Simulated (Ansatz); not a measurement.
TiF₃, SMILES [F][Ti]([F])[F] (connectivity only; charge and spin as stated), neutral, multiplicity 2.

Geometry optimised at B3LYP-D3(BJ)/def2-SVP. The multiplicity is an assumed one; other spin states were not compared. The isomer is the one that the SMILES or the coordinates give; other isomers of the formula were not compared.

Two levels are set side by side: PBE/def2-SVPD (Ansatz, a program for electronic structure) and CAM-B3LYP/def2-SVPD (Ansatz). Energy differences of separate SCF runs at the same geometry; the states with an electron removed or added have multiplicity 1 and 1. Differences are taken from unrounded values.

```json
[
 {"quantity": "vertical ionisation energy (eV)", "PBE": "9.15"},
 {"quantity": "vertical electron affinity (eV)", "PBE": "0.82"}
]
```

Problem. These are the PBE values. What does CAM-B3LYP give? (An estimate is asked for; the answer gives what the named calculation found.)

Solution. 
| quantity | CAM-B3LYP | PBE minus CAM-B3LYP |
|---|---|---|
| vertical ionisation energy (eV) | 10.21 | -1.06 |
| vertical electron affinity (eV) | 0.87 | -0.05 |
